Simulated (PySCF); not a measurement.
Molfile (atoms numbered from 1):
```
C6H11FP2
     RDKit          3D

 20 20  0  0  0  0  0  0  0  0999 V2000
    2.4960   -0.7976   -0.8197 C   0  0  0  0  0  0  0  0  0  0  0  0
    1.3056    0.0970   -1.0135 C   0  0  0  0  0  0  0  0  0  0  0  0
    0.2031    0.4066    0.2184 P   0  0  2  0  0  5  0  0  0  0  0  0
    0.5021    1.6545    2.1429 P   0  0  0  0  0  0  0  0  0  0  0  0
   -0.5406   -1.0741    0.9267 C   0  0  0  0  0  0  0  0  0  0  0  0
   -1.7766   -1.2043    0.4334 C   0  0  0  0  0  0  0  0  0  0  0  0
   -2.5783   -2.2211    0.7086 F   0  0  0  0  0  0  0  0  0  0  0  0
   -2.3018   -0.1889   -0.5342 C   0  0  0  0  0  0  0  0  0  0  0  0
   -1.3903    1.0415   -0.4424 C   0  0  0  0  0  0  0  0  0  0  0  0
    3.3968   -0.2948   -0.4154 H   0  0  0  0  0  0  0  0  0  0  0  0
    2.2678   -1.6381   -0.1421 H   0  0  0  0  0  0  0  0  0  0  0  0
    2.7952   -1.2506   -1.7804 H   0  0  0  0  0  0  0  0  0  0  0  0
    1.4115    0.9410   -1.7079 H   0  0  0  0  0  0  0  0  0  0  0  0
    1.7128    0.9493    2.4332 H   0  0  0  0  0  0  0  0  0  0  0  0
    1.1953    2.6821    1.4270 H   0  0  0  0  0  0  0  0  0  0  0  0
   -0.0699   -1.7917    1.5982 H   0  0  0  0  0  0  0  0  0  0  0  0
   -2.2826   -0.6306   -1.5452 H   0  0  0  0  0  0  0  0  0  0  0  0
   -3.3526    0.0499   -0.3071 H   0  0  0  0  0  0  0  0  0  0  0  0
   -1.7981    1.7778    0.2671 H   0  0  0  0  0  0  0  0  0  0  0  0
   -1.2265    1.5319   -1.4109 H   0  0  0  0  0  0  0  0  0  0  0  0
  1  2  1  0
  2  3  2  0
  3  4  1  1
  3  5  1  0
  5  6  2  0
  6  7  1  0
  6  8  1  0
  8  9  1  0
  9  3  1  0
  1 10  1  0
  1 11  1  0
  1 12  1  0
  2 13  1  0
  4 14  1  0
  4 15  1  0
  5 16  1  0
  8 17  1  0
  8 18  1  0
  9 19  1  0
  9 20  1  0
M  END
```

Geometry: PBE0-D3(BJ)/def2-SVP; GIAO absolute shieldings from PySCF 2.14, gas phase, non-relativistic, averaged over equivalent atoms.

At PBE0/pcSseg-1 (222 basis functions, 50 s wall time on 1 thread of an Arm Neoverse V2, shared host):
| atoms | σ (ppm) |
| --- | --- |
| C6 | 2.8 |
| C5 | 78.7 |
| C2 | 149.9 |
| C8 | 151.1 |
| C9 | 155.2 |
| C1 | 171.2 |
| P3 | 324.7 |
| P4 | 434.2 |
| F7 | 260.9 |
| H16 | 25.47 |
| H14/H15 | 28.29 |
| H17 | 28.34 |
| H18 | 28.86 |
| H19 | 29.31 |
| H20 | 29.43 |
| H10/H11/H12 | 29.68 |
| H13 | 30.42 |

Predict the values at WP04/pcSseg-1 on the same geometry.

Answers


| atoms | σ at WP04/pcSseg-1 | change |
| --- | --- | --- |
| C6 | -9.2 | -12.0 |
| C5 | 65.6 | -13.1 |
| C2 | 135.2 | -14.7 |
| C8 | 137.2 | -13.9 |
| C9 | 142.5 | -12.7 |
| C1 | 156.4 | -14.8 |
| P3 | 287.5 | -37.2 |
| P4 | 376.4 | -57.8 |
| F7 | 266.7 | +5.8 |
| H16 | 26.03 | +0.56 |
| H14/H15 | 28.96 | +0.67 |
| H17 | 28.72 | +0.38 |
| H18 | 29.19 | +0.33 |
| H19 | 29.73 | +0.42 |
| H20 | 29.78 | +0.35 |
| H10/H11/H12 | 30.04 | +0.36 |
| H13 | 30.69 | +0.27 |

The largest change is at P4 (phosphorus bonded to P, 2 H). Cost: 222 basis functions, 46 s wall time on 1 thread of an Arm Neoverse V2, shared host. The order of the carbon signals is the same at both levels.
